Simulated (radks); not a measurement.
Values are calculated unless marked as measured or tabulated.
Excited configurations of the chromium ion Cr+: one electron is placed in a higher orbital outside [Ar] 3d4. The ground configuration is [Ar] 3d5. Level of theory: scalar-relativistic Kohn-Sham, SCAN, spin-polarised, spherical densities, finite nucleus; open shells are filled with parallel spins first; meta-GGA in the generalised Kohn-Sham scheme; Fermi nuclear charge, rms radius 3.6452 fm (a radial shooting solver on a logarithmic mesh with Libxc functionals). Excitation = E - E(ground); binding = E(ion) - E, where the ion is the core of charge +2; n* = 2/sqrt(2 binding) in atomic units, and the quantum defect is n - n*.

| outer orbital | excitation (eV) | binding (eV) | quantum defect | eigenvalue (eV) | <r> (bohr) |
|---|---|---|---|---|---|
| 4d | 11.666 | 5.694 | 0.908 | -4.115 | 5.755 |
| 4f | 13.937 | 3.423 | 0.012 | -2.446 | 8.894 |
| 5f | 15.070 | 2.290 | 0.125 | -1.744 | 15.30 |
| 6p | 14.266 | 3.093 | 1.806 | -2.477 | 13.23 |
| 6f | 15.743 | 1.617 | 0.199 | -1.271 | 23.20 |
| 7f | 16.167 | 1.193 | 0.245 | -0.960 | 32.58 |

The Delta-SCF ionisation energy is 17.360 eV (NIST Atomic Spectra Database: 16.486 eV, measured). Self-interaction in the functional shifts the binding energies and quantum defects, so they are the method's values and not measured ones. Open shells are spherical and high-spin; term and fine-structure splittings are not resolved.
